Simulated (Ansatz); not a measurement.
`[SiH3][SiH2][O][SnH3]` and `[SiH3][SiH2]O[SiH2]S` differ in one atom or group.

Ansatz, PBE0-D4/def2-TZVP geometries, multiplicity 1. Each molecule was computed in one conformer, which needn't be the lowest.

Elements past krypton have def2 core potentials.

```csv
property,`[SiH3][SiH2][O][SnH3]`
HOMO–LUMO gap (ωB97M-V/def2-TZVPP) / eV,10.31
HOMO energy (ωB97M-V/def2-TZVPP) / eV,-9.69
HOMO energy (PBE0/def2-TZVPP) / eV,-7.63
size of the dipole moment (PBE/def2-TZVPP) / D,2.25
LUMO energy (B3LYP/def2-TZVPP) / eV,-1.15
LUMO energy (PBE/def2-TZVPP) / eV,-1.75
```

Question: What does the change do to each property? (Estimate.)

Answer: Computed: 
| property | `[SiH3][SiH2]O[SiH2]S` | shift |
| --- | --- | --- |
| HOMO–LUMO gap (ωB97M-V/def2-TZVPP) / eV | 11.19 | 0.88 |
| HOMO energy (ωB97M-V/def2-TZVPP) / eV | -10.00 | -0.31 |
| HOMO energy (PBE0/def2-TZVPP) / eV | -7.79 | -0.16 |
| size of the dipole moment (PBE/def2-TZVPP) / D | 0.65 | -1.60 |
| LUMO energy (B3LYP/def2-TZVPP) / eV | -0.70 | 0.45 |
| LUMO energy (PBE/def2-TZVPP) / eV | -1.38 | 0.37 |

With PBE0 the HOMO falls by 0.16 eV and the LUMO rises by 0.40 eV, so the gap widens by about 0.56 eV. PBE moves the HOMO by -0.09 eV and ωB97M-V by -0.31 eV. Dipoles are sizes alone; their direction can turn.

B3LYP here is the variant with VWN-RPA as its local correlation; programs differ in this.
